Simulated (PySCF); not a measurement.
**Working out the ionisation energy of Ge¹⁷⁺**

Ge¹⁷⁺ [Ne] 3s2 3p3 (4S) → Ge¹⁸⁺ [Ne] 3s2 3p2 (3P). Calculation: PySCF 2.14, in an uncontracted even-tempered set (17 s from 1.5 bohr⁻², ratio 2.5; 11 p from 2 bohr⁻², ratio 2.5; 5 d from 9.5 bohr⁻², ratio 2.7; 4 f from 14 bohr⁻², ratio 2.7); the non-relativistic Hamiltonian (point nucleus). Frozen: 1s2; the 18 highest virtual orbitals dropped. Energies in hartree (1 hartree = 27.21139 eV):

```
            part  Ge¹⁷⁺ (lower)  Ge¹⁸⁺ (upper)
             UHF   -1922.205502   -1898.045635
CCSD correlation      -0.487563      -0.476420
             (T)      -0.002047      -0.002287
```

Problem. What does Hartree-Fock give?

Solution. (-1898.045635) − (-1922.205502) = 24.159867 hartree = 657.423 eV.

Problem. What do CCSD and CCSD(T) give?

Solution. The CCSD correlation energies differ by 0.011143 hartree = 0.303 eV and the triples by -0.000240 hartree = -0.007 eV, so CCSD gives 657.726 eV and CCSD(T) 657.719 eV.

Reference: 662.8 ± 1.9 eV (semi-empirical (NIST evaluation); NIST Atomic Spectra Database, ionization energies), between the lowest levels; spin-orbit coupling is absent from the calculation.

The calculation is non-relativistic.

What remains against the reference includes basis incompleteness, the frozen core and higher excitations.
